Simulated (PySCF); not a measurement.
# C₆ coefficients of unlike pairs at UHF

Calculated with PySCF 2.14 from the dipole response of each species, C₆(A,B) = (3/π) ∫ α_A(iu) α_B(iu) du, in atomic units, from isotropic polarisabilities. For ions this is the dispersion term alone; charge-induced terms of lower order in 1/R come first.

```
species           configuration                                                                            basis      relativity  α (bohr³)  C₆ (like pair)
      I  [Kr] 4d10 5s2 5p5 (2P)                                      aug-cc-pV5Z-PP with ECP28MDF (8s8p6d4f3g2h)  core potential      31.93           343.7
     S⁺       [Ne] 3s2 3p3 (4S)  aug-cc-pCVTZ-DK with one added diffuse shell each of s, p, d, f type (9s8p6d4f)   spin-free X2C      10.89           53.65
    N²⁺       [He] 2s2 2p1 (2P)                                                     aug-cc-pCVQZ-DK (9s8p6d4f2g)   spin-free X2C      2.706           3.832
    W³⁺      [Xe] 4f14 5d3 (4F)                                        aug-cc-pVTZ-PP with ECP60MDF (6s6p5d3f2g)  core potential      7.063           34.66
```

(1) Estimate C₆ for W³⁺ with N²⁺.

No spin-orbit coupling is included.

The other pairs:

```tsv
pair	C₆
W³⁺, I	102.5
S⁺, I	134.8
N²⁺, S⁺	14.23
W³⁺, S⁺	41.68
N²⁺, I	35.43
```

Answers

(1) The integral gives 11.41. The combination rule 2 C_A C_B / (C_A α_B/α_A + C_B α_A/α_B) gives 11.41 and the geometric mean 11.52.
